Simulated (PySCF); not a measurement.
## Solvent effects on NMR parameters

Cartesian coordinates in Å; atom numbers follow the order of the lines, from 1:
```xyz
17

C     0.384    2.329    0.371
C     0.592    1.022   -0.393
C    -0.507    0.005   -0.082
Si    2.301    0.272   -0.060
C     3.679    1.512   -0.460
Cl    5.279    0.758   -0.175
H    -0.613    2.754    0.165
H     1.127    3.096    0.103
H     0.450    2.170    1.461
H     0.564    1.240   -1.477
H    -0.375   -0.934   -0.643
H    -1.502    0.406   -0.338
H    -0.524   -0.249    0.990
H     2.507   -0.943   -0.906
H     2.421   -0.109    1.381
H     3.642    1.837   -1.511
H     3.617    2.410    0.172
```

GIAO PBE0/pcSseg-1 in PySCF 2.14 on one PBE0-D3(BJ)/def2-SVP conformer, non-relativistic, equivalent nuclei averaged. Solvents enter as an IEF-PCM continuum (chloroform with ε = 4.7) around the gas-phase geometry. Shifts are referred to TMS computed in the same medium.

Gas phase, δ in ppm: C5 28.5, C1/C3 19.9, C2 13.7, Si4 -19.7, H14/H15 3.91, H16/H17 2.76, H7/H8/H9/H11/H12/H13 1.01, H10 0.73. Dipole moment 2.73 D.

(1) How does each δ change in the continuum?

(2) Which of the listed nuclei move most (in ppm), and what does the model miss?

Results:

(1) 
| atoms | environment | Δδ, chloroform |
| --- | --- | --- |
| C5 | sp3 CH2 bonded to Cl and Si | +1.5 |
| C1/C3 | methyl carbon | +0.2 |
| C2 | sp3 CH bonded to Si | +0.7 |
| Si4 | silicon bonded to 2 C, 2 H | +0.8 |
| H14/H15 | hydrogen on a silicon bonded to 2 C | -0.09 |
| H16/H17 | hydrogen on an sp3 CH2 bonded to Cl and Si | +0.26 |
| H7/H8/H9/H11/H12/H13 | hydrogen on a methyl carbon | +0.02 |
| H10 | hydrogen on an sp3 CH bonded to Si | +0.15 |

Changes are relative to the gas phase. The dipole moment becomes 3.28 D in chloroform.

(2) C5 (sp3 CH2 bonded to Cl and Si, +1.5 ppm) in chloroform. A continuum only polarises the solute; specific hydrogen bonds, the anisotropy of aromatic solvents and changes of geometry or conformer are outside it.
